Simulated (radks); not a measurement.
The numbers below are computed, except where a source is named.
Task: The mean radii <r> (bohr) of the occupied orbitals of an atom or ion are listed with their occupations. Code: a radial shooting solver on a logarithmic mesh with Libxc functionals. Model: non-relativistic Kohn-Sham, BLYP, spin-polarised, spherical densities, point nucleus.

orbital  occ.      <r>
1s up       1  0.07737
1s down     1  0.07736
2s up       1   0.3664
2s down     1   0.3662
2p up       3   0.3278
2p down     3   0.3278
3s up       1    1.100
3s down     1    1.107
3p up       3    1.160
3p down     1    1.172
4f up       1    4.128

Name the element and its charge. Open shells, if any, are filled with parallel spins first.

Result: Z = 20, calcium, charge +3: Ca3+ in [Ne] 3s2 3p4 4f1. The 1s radius gives Z: for a bare nucleus <r> = 1.5/Z, 0.075 bohr for Z = 20, and screening makes it slightly larger (0.07737 here). The occupations add up to 17, and the charge is Z minus that.
